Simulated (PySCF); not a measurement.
# Assigning NMR signals

Numbering as in the mapped SMILES `[CH3:1][CH2:2][SiH:3]1[CH2:4][CH2:5][O:6][CH2:7][CH2:8]1` (H(Xn): hydrogen on atom n). Ha(C4), Ha(C5), Ha(C7), Ha(C8) are cis to C2 on the ring; Hb(C4), Hb(C5), Hb(C7), Hb(C8) are trans to C2 on the ring.

- σ from GIAO-PBE0/pcSseg-1
- geometry: PBE0-D3(BJ)/def2-SVP
- run in PySCF
- non-relativistic, single conformer, isolated molecule, averaged over atoms made equivalent by symmetry, fast rotation or ring inversion

Chemical shifts δ = σref − σ; TMS for $^{13}$C (σ = 184.41 ppm) and $^{1}$H (σ = 31.27 ppm), all at this level.

Q: Assign these signals to the numbered atoms. $^{13}$C{$^{1}$H} NMR (computed): δ 69.5, 13.0, 9.2, 8.2.

A: 
69.5 → C5/C7, sp3 CH2 bonded to O: deshielded by the electronegative neighbour
13.0 → C4/C8, sp3 CH2 bonded to Si
9.2 → C1, methyl carbon: a saturated carbon with 1 carbon neighbour and no heteroatom attached
8.2 → C2, sp3 CH2 bonded to Si: an electropositive neighbour leaves it electron-rich and shielded

C1 and C2 lie closer than the usual error of such a calculation, so a measured spectrum could show them in the other order.

Q: Assign these signals to the numbered atoms. $^{1}$H NMR (300 MHz, computed): δ 4.24 (m, 2H), 4.08 (m, 1H), 3.20 (m, 2H), 1.01 (t, 3H), 0.72 (m, 2H), 0.52 (m, 2H), 0.50 (m, 2H).

A: 
4.24 → Ha(C5)/Ha(C7), hydrogen on an sp3 CH2 bonded to O: its carbon carries O, hence the downfield position
4.08 → H(Si3), hydrogen on a silicon bonded to 3 C, in a 6-membered ring
3.20 → Hb(C5)/Hb(C7), hydrogen on an sp3 CH2 bonded to O: its carbon carries O, hence the downfield position
1.01 → H(C1), hydrogen on a methyl carbon
0.72 → Ha(C4)/Ha(C8), hydrogen on an sp3 CH2 bonded to Si: an electropositive neighbour shields it, as in TMS itself
0.52 → H(C2), hydrogen on an sp3 CH2 bonded to Si
0.50 → Hb(C4)/Hb(C8), hydrogen on an sp3 CH2 bonded to Si

H(C2) and Hb(C4)/Hb(C8) lie closer than the usual error of such a calculation, so a measured spectrum could show them in the other order.

Shifts are as computed. Against solution values, carbons near 30 ppm lie about +2 ppm off and those near 130 ppm about +5 ppm. Of 1309 compounds with measured shifts, 239 miss one by over three times the rms of a fit or turn the order of signals round; such compounds aren't used in these exercises. Multiplicities follow the n + 1 count of equivalent neighbours, as no J values were calculated; m marks all less simple cases, F and P coupling included.
